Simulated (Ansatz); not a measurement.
`FCBCF` + HCl → `FCBCl` + `CF` at 400 K and 1 bar (ligand exchange at a B–C bond).

Gas-phase electronic energies from Ansatz, PBE0-D4/def2-TZVP geometries. CCSD(T)/CBS is the MP2 limit (def2-TZVPP, def2-QZVPP) plus CCSD(T) − MP2 in def2-TZVPP, frozen cores. This one scheme is used for every species. One conformer a species, not always the lowest.

```json
{"species": "`FCBCF`", "CCSD(T)/CBS energy (Eh)": "-303.45984", "H − E (kJ/mol)": "216.1", "S (J/(mol·K))": "352.4"}
{"species": "HCl", "CCSD(T)/CBS energy (Eh)": "-460.38127", "H − E (kJ/mol)": "29.6", "S (J/(mol·K))": "195.4"}
{"species": "`FCBCl`", "CCSD(T)/CBS energy (Eh)": "-624.24106", "H − E (kJ/mol)": "136.5", "S (J/(mol·K))": "320.2"}
{"species": "`CF`", "CCSD(T)/CBS energy (Eh)": "-139.63461", "H − E (kJ/mol)": "117.5", "S (J/(mol·K))": "234.3"}
```

H − E and S are ideal-gas, rigid-rotor, harmonic terms from PBE0-D4/def2-TZVP, for one conformer and one mirror image of each species. 1 Eh = 2625.50 kJ/mol, R = 8.31446 J/(mol·K).

Problem. By hand: ΔE, ΔH, ΔS and ΔG.

Solution. ΔE = (-624.24106) + (-139.63461) − (-303.45984) − (-460.38127) = -0.03456 Eh = -90.7 kJ/mol. Δ(H − E) = 136.5 + 117.5 − 216.1 − 29.6 = 8.3, so ΔH = -82.4 kJ/mol. ΔS = 320.2 + 234.3 − 352.4 − 195.4 = 6.7 J/(mol·K). ΔG = -82.4 − 400 × (6.7)/1000 = -85.1 kJ/mol.

Problem. By hand: the equilibrium constant, and the temperature at which ΔG would vanish if ΔH and ΔS stayed fixed.

Solution. log₁₀ K = −ΔG/(RT ln 10) = 11.1. ΔH and −TΔS have one sign here, so there is no such temperature.

The number of gas molecules stays the same, so ΔS is small and ΔH decides. A doubt of 5 kJ/mol in ΔE shifts log₁₀ K by 0.7 here. Other conformers and mirror images would add mixing entropy, several J/(mol·K) or more a flexible species. These are equilibria of isolated gas molecules and say nothing of rates. Largest T1 diagnostic: 0.012 (customary marks: 0.02 for closed shells, 0.045 for open ones).

ΔS is within the doubt of such terms, so its sign, and with it that verdict, could turn.
